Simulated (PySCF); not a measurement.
Nuclear quadrupole coupling in `N[SiH2][SiH2]NCC(F)(F)F`

Compound: C2H9F3N2Si2.
Geometry (GFN2-xTB, Å), atoms numbered from 1 in this order:
```xyz
18
C2H9F3N2Si2 angstrom
N     -2.695    1.113   -0.841
Si    -2.626   -0.467   -0.145
Si    -0.555   -0.705    0.813
N      0.583   -0.491   -0.476
C      1.992   -0.626   -0.304
C      2.653    0.666    0.176
F      2.291    1.006    1.420
F      3.994    0.579    0.179
F      2.339    1.709   -0.609
H     -3.514    1.385   -1.360
H     -2.363    1.901   -0.307
H     -3.669   -0.728    0.867
H     -2.955   -1.334   -1.282
H     -0.226   -2.054    1.298
H     -0.293    0.187    1.959
H      0.351    0.160   -1.210
H      2.194   -1.392    0.447
H      2.490   -0.902   -1.243
```

Field gradients from the PBE0/pcSseg-1 density (PySCF, non-relativistic), principal values in atomic units, ordered |Vxx| ≤ |Vyy| ≤ |Vzz|:

| atom | Vxx | Vyy | Vzz |
| --- | --- | --- | --- |
| N1 | 0.3450 | 0.6070 | -0.9520 |
| N4 | 0.3013 | 0.7550 | -1.0563 |

**Question.** Find the asymmetry η = (Vxx − Vyy)/Vzz and the couplings χ = eQV/h (234.96 MHz × Q in barn × V in au), with Q(14N) = 0.02044 b.

**Answer.** 
```csv
atom,environment,nucleus,η,χzz (MHz),χxx (MHz),χyy (MHz)
N1,silicon-bound nitrogen,14N,0.28,-4.572,1.657,2.915
N4,silicon-bound nitrogen,14N,0.43,-5.07,1.45,3.63
```

The tensor is traceless: Vxx + Vyy + Vzz = 0.

**Question.** What is Vzz at N1 in SI units (1 au = 9.71736 × 10²¹ V/m²)?

**Answer.** -0.9520 au = -9.251 × 10²¹ V/m².

**Question.** And the gradient at the other heavy atoms, for which no coupling is worked out here?

**Answer.** 
```json
{"atom": "Si2", "environment": "SiH2 silicon", "Vzz (au)": "0.268", "η": "0.38"}
{"atom": "Si3", "environment": "SiH2 silicon", "Vzz (au)": "0.364", "η": "0.30"}
{"atom": "C5", "environment": "sp3 carbon bound to nitrogen", "Vzz (au)": "-0.177", "η": "0.99"}
{"atom": "C6", "environment": "CF3 carbon", "Vzz (au)": "-0.489", "η": "0.01"}
{"atom": "F7", "environment": "fluorine of a CF3 group", "Vzz (au)": "2.877", "η": "0.04"}
{"atom": "F8", "environment": "fluorine of a CF3 group", "Vzz (au)": "2.868", "η": "0.04"}
{"atom": "F9", "environment": "fluorine of a CF3 group", "Vzz (au)": "2.858", "η": "0.03"}
```

**Question.** What couplings would deuterons (Q(2H) = 0.00286 b) have in place of the hydrogens, at this geometry?

**Answer.** 
```csv
atom,bonded to,bond length (Å),Vzz (au),η,χzz (kHz)
H10,N1,1.008,0.4273,0.16,287
H11,N1,1.008,0.4267,0.17,287
H12,Si2,1.477,0.1516,0.02,102
H13,Si2,1.467,0.1607,0.04,108
H14,Si3,1.471,0.1578,0.05,106
H15,Si3,1.476,0.1518,0.02,102
H16,N4,1.009,0.4127,0.20,277
H17,C5,1.092,0.2937,0.05,197
H18,C5,1.098,0.2852,0.03,192
```

One conformer (not necessarily the lowest) at the GFN2-xTB geometry, without solvent, vibrations or thermal averaging. GFN2-xTB bond lengths can be off by several hundredths of an ångström, more for odd bonds, and the gradients follow them. These gradients aren't converged with respect to the basis.

These values come from a run that also computed NMR shieldings. Hardware: one thread of an Intel Xeon at 2.50 GHz, no GPU, shared host. Cost: 1.8 min of wall time (with the writing of density and orbital grids), 0.95 GiB resident at most.
